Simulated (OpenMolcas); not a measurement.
**Pd4+ in a point-charge field**

Pd4+ among 2 point charges of -2 e arranged as a linear pair (D∞h), 2.16 Å from the ion.

```
Program             : OpenMolcas 26.06
Method              : CASSCF
Basis               : ANO-RCC-VTZP [7s6p4d2f1g]
Scalar Hamiltonian  : DKH2, point nucleus
Active space        : 6 electrons in 5 orbitals (4d)
State averaging     : 2S+1 = 5 even, 5 roots; 2S+1 = 3 even, 45 roots; 2S+1 = 1 even, 50 roots
Spin-orbit coupling : RASSI with atomic mean-field integrals over the reference wave functions
```

The lowest spin-free states (labels by Λ), above the lowest:

| State | Degeneracy | E (cm-1) | Free-ion L (%) |
| --- | --- | --- | --- |
| 5Δ | 2 | 0.0 | D (100) |
| 5Π | 2 | 7965 | D (100) |
| 5Σ | 1 | 12207 | D (100) |
| 3Φ | 2 | 21158 | H (44) |
| 3Σ | 1 | 21614 | H (81) |
| 3Π | 2 | 22267 | H (85) |
| 3Δ | 2 | 22602 | H (73) |
| 3Γ | 2 | 23693 | H (60) |
| 3Π | 2 | 25552 | P (32) |
| 3Σ | 1 | 25623 | P (79) |
| 3Δ | 2 | 27954 | F (69) |
| 3Φ | 2 | 29140 | F (66) |
| 3H | 2 | 29182 | H (100) |
| 3Σ | 1 | 29410 | G (70) |
| 3Σ | 1 | 30411 | F (69) |
| 3Π | 2 | 30942 | P (57) |
| 1Σ | 1 | 31064 | I (79) |
| 1Π | 2 | 31524 | I (83) |
| 3Π | 2 | 31726 | F (53) |
| 3Δ | 2 | 31766 | G (71) |

The lowest levels with spin-orbit coupling:

```tsv
E (cm-1)	Degeneracy	2S+1	g
0.0	2	5	0.00 0.00 11.97
872.6	2	5	0.00 0.00 8.02
1717	2	5	0.00 0.00 4.05
2539	2	5	0.00 0.00 0.07
3323	1	5	
3375	1	5	
9037	2	5	0.00 0.00 9.94
9197	2	5	0.00 0.00 6.04
9316	2	5	0.00 0.00 2.68
9357	1	5	
10409	1	5	
10478	2	5	0.00 0.00 5.25
14231	2	5	0.00 0.00 7.85
14552	2	5	0.00 0.00 3.95
14624	1	5	
20661	2	3	0.00 0.00 9.85
22420	1	3	
22838	2	3	0.00 0.00 6.49
22853	2	3	0.00 0.00 7.48
22870	2	3	0.00 0.00 3.24
```

Powder χT (cm3 K/mol): 4.49 at 2 K, 4.5 at 10 K, 4.57 at 50 K, 4.66 at 100 K, 4.83 at 200 K, 4.98 at 300 K. The effective moment at 300 K is 2.828 √(χT) = 6.31 μB.

The lowest level has 2S+1 = 5, for which the spin-only value is χT = S(S+1) / 2 = 3.000 cm3 K/mol (g = 2). The computed 4.976 at 300 K differs by +1.976, through orbital momentum, spin-orbit coupling and any other state in reach.

Without dynamic correlation the repulsion within the d shell is too large (B by tens of per cent), so at a given field states of lower spin stand too high. Point charges give a weaker field than real ligands, and real ions of this kind are as a rule low spin; the high spin found here belongs to the model. Point charges carry no covalency, so the field is a model and not that of real ligands. No measured value stands beside these numbers.

With an even number of electrons the g values are those of a degenerate or nearly degenerate non-Kramers pair.
